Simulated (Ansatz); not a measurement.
A nudged elastic band was laid between two geometries of ClH₂InO (5 atoms, charge 0, multiplicity 1).

The calculation used Ansatz 0.2.0, RKS B3LYP/def2-SVP.

```yaml
movable_images: 5
climbing_image: yes
spring: 5.0 eV/Å²
optimiser: quadratic models (default)
start_path: through a guess of the saddle point
force_threshold: 0.03 eV/Å
iteration_limit: 60
end_points: relaxed
```

Initial state:

```xyz
5
Properties=species:S:1:pos:R:3
In -0.077 1.304 -1.401
H -0.976 -1.372 0.151
O -0.159 -0.994 -0.206
H 0.267 -0.531 0.549
Cl 0.945 1.593 0.906
```

Final state:

```xyz
5
Properties=species:S:1:pos:R:3
In -0.065 1.301 -1.407
H -0.335 -1.655 -0.137
O -0.681 -0.767 0.032
H -0.083 -0.373 0.705
Cl 1.164 1.494 0.808
```

Which bonds break or form, and what moves?

No bond is made or broken.  The two ends are copies of one structure, up to a mirror image or an exchange of like atoms.

Give the energies along the band, and the barrier.

The forces met the threshold. The highest image is number 2 of 0 to 6, 0.6 kcal/mol above the ends, which have the same energy within 2 meV. A vibrational analysis at the climbing image gives one clearly imaginary mode, 213i cm⁻¹: a first-order saddle point.

| image | path coordinate (Å) | energy (kcal/mol) |
| --- | --- | --- |
| 0 | 0.00 | 0.0 |
| 1 | 0.31 | 0.3 |
| 2 | 0.62 | 0.6 |
| 3 | 0.77 | 0.5 |
| 4 | 0.92 | 0.3 |
| 5 | 1.08 | 0.1 |
| 6 | 1.23 | 0.0 |

What is the geometry of the highest image?


```xyz
5
Properties=species:S:1:pos:R:3
In 0.147 1.249 -1.513
H -0.788 -1.662 0.116
O -0.428 -0.794 -0.109
H 0.006 -0.420 0.684
Cl 1.064 1.627 0.822
```

What are the harmonic wavenumbers there?

213i, 163, 177, 284, 452, 513, 1548, 3614, 3864 cm⁻¹.

Run time: 4.7 min on 1 thread of Arm Neoverse V1 (shared host), peak memory 0.14 GiB.
